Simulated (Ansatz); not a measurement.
Caution, from a PySCF single point (PBE0-D3(BJ)/def2-TZVPD) at this geometry: the highest occupied level lies above zero, so the state may not be bound. This triplet lies 0.37 eV above the relaxed singlet at the level frozen-core CCSD(T)/aug-cc-pVDZ // PBE0-D3(BJ)/def2-TZVPD (Ansatz, an electronic-structure program); other levels give the other order.

Species: H₄Al₂N, SMILES `[NH2][Al-][AlH2]` (triplet; the order of the spin states depends on the level) (charge -1, multiplicity 3).

Problem. Give a relaxed geometry from PBE0-D3(BJ)/def2-TZVPD run with Ansatz.

Solution. This is not unique; one that fits is the end point of this relaxation, one of several conformers (outside a Z-matrix the atoms follow the SMILES, hydrogens last).
Z-matrix (Å, degrees):
```
Al
N 1 1.8267
H 2 1.0074 1 125.18
H 2 1.0099 3 110.09 1 -179.95
Al 1 2.5168 2 124.14 3 -179.84
H 5 1.6199 1 120.62 2 -179.93
H 5 1.6285 6 113.42 1 -179.93
```
